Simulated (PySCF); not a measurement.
2-butanone cation (C₄H₈O), SMILES CCC(C)=O (connectivity only; charge and spin as stated), charge +1, multiplicity 2. Atoms are numbered in the order given.

```xyz
13

C      2.0374    -0.0241    -0.2395
C      0.8078    -0.1080     0.6337
C     -0.5767    -0.0213    -0.0985
C     -1.8076     0.3054     0.7351
O     -0.6378    -0.2148    -1.2764
H      2.9148    -0.1004     0.4250
H      2.1078     0.9397    -0.7646
H      2.0893    -0.8432    -0.9699
H      0.6946    -1.0874     1.1419
H      0.7419     0.6808     1.4023
H     -1.7845     1.4006     0.8794
H     -1.7068    -0.1932     1.7099
H     -2.7198     0.0090     0.2030
```
Charge +1, spin multiplicity 2.

Coordinates come from a B3LYP-D3(BJ)/def2-SVP optimisation. The multiplicity is an assumed one; no other spin state was optimised. Other conformers were not sampled.

All values below come from PBE0/pcH-1 run with PySCF.

Unrestricted Kohn–Sham, ⟨S²⟩ = 0.757. Hyperfine tensors hold the contact and dipolar terms, without spin-orbit corrections.

Computed hyperfine couplings:
| nucleus | A(iso) (MHz) | A(iso) (G) | dipolar principal values (MHz) |
|---|---|---|---|
| 13C no. 1 | -6.5 | -2.3 | -2.0, -1.9, 4.0 |
| 13C no. 2 | 30.1 | 10.7 | -20.6, -19.7, 40.3 |
| 13C no. 3 | -80.9 | -28.9 | -20.5, 2.2, 18.4 |
| 13C no. 4 | 48.1 | 17.1 | -16.2, -15.5, 31.7 |
| 17O no. 5 | -38.3 | -13.7 | -213.4, 97.0, 116.4 |
| 1H no. 6 | 36.3 | 12.9 | -3.1, -1.2, 4.3 |
| 1H no. 7 | 7.3 | 2.6 | -3.4, -1.8, 5.2 |
| 1H no. 8 | -0.9 | -0.3 | -4.2, -1.6, 5.8 |
| 1H no. 9 | 8.3 | 3.0 | -9.2, -0.6, 9.8 |
| 1H no. 10 | 10.7 | 3.8 | -9.4, -1.4, 10.8 |
| 1H no. 11 | -5.5 | -2.0 | -7.3, -1.3, 8.6 |
| 1H no. 12 | 3.0 | 1.1 | -7.6, -1.2, 8.8 |
| 1H no. 13 | -8.6 | -3.1 | -9.2, 0.3, 8.9 |
